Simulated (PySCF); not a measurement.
C₃H₉NSi₂, SMILES C#C[C@H](N)[SiH2][SiH3].

Coordinates come from a B3LYP-D3(BJ)/def2-SVP optimisation. The structure was generated by enumeration; whether it is a known compound was not checked. The values are those of a single conformer.

Calculation: TDDFT-PBE0/def2-SVPD (PySCF 2.14.0).

Vertical excitations. The molecule is in vacuum.

### Question
Estimate the UV-visible absorptions. (An estimate is asked for; the answer gives what the named calculation found.)

### Answer

| state | energy (eV) | λ (nm) | f | main pairs |
|---|---|---|---|---|
| S1 | 5.38 | 230 | 0.001 | HOMO→LUMO 80 %, HOMO→LUMO+1 12 % |
| S2 | 5.72 | 217 | 0.028 | HOMO→LUMO+1 68 %, HOMO→LUMO 16 % |
| S3 | 5.95 | 208 | 0.046 | HOMO→LUMO+2 88 % |
| S4 | 6.10 | 203 | 0.018 | HOMO→LUMO+3 81 % |
| S5 | 6.39 | 194 | 0.118 | HOMO→LUMO+4 47 %, HOMO→LUMO+1 9 %, HOMO−1→LUMO 7 % |
| S6 | 6.52 | 190 | 0.000 | HOMO→LUMO+4 25 %, HOMO−1→LUMO+1 25 %, HOMO→LUMO+5 12 %, HOMO−1→LUMO 11 % |
| S7 | 6.62 | 187 | 0.030 | HOMO→LUMO+5 30 %, HOMO−1→LUMO 18 %, HOMO−2→LUMO+1 10 %, HOMO→LUMO+4 10 % |
| S8 | 6.70 | 185 | 0.001 | HOMO−1→LUMO 44 %, HOMO−2→LUMO 17 %, HOMO−2→LUMO+5 10 % |
| S9 | 6.86 | 181 | 0.013 | HOMO−1→LUMO+1 26 %, HOMO→LUMO+5 15 %, HOMO−2→LUMO 13 %, HOMO−2→LUMO+5 10 % |
| S10 | 6.91 | 179 | 0.013 | HOMO→LUMO+5 25 %, HOMO−1→LUMO+2 19 %, HOMO−1→LUMO+3 14 %, HOMO−1→LUMO+5 10 % |
| T1 | 5.01 | 247 | 0 | HOMO→LUMO 50 % |
| T2 | 5.15 | 241 | 0 | HOMO→LUMO 22 %, HOMO→LUMO+2 13 %, HOMO−2→LUMO+1 12 %, HOMO→LUMO+1 11 % |
| T3 | 5.27 | 235 | 0 | HOMO→LUMO+1 50 %, HOMO→LUMO 21 % |
| T4 | 5.55 | 223 | 0 | HOMO−2→LUMO+1 22 %, HOMO→LUMO+2 18 %, HOMO−2→LUMO+4 10 %, HOMO→LUMO+3 9 % |
Triplets are in the Tamm–Dancoff approximation, which puts them higher than full response would, so one can lie above its singlet here.
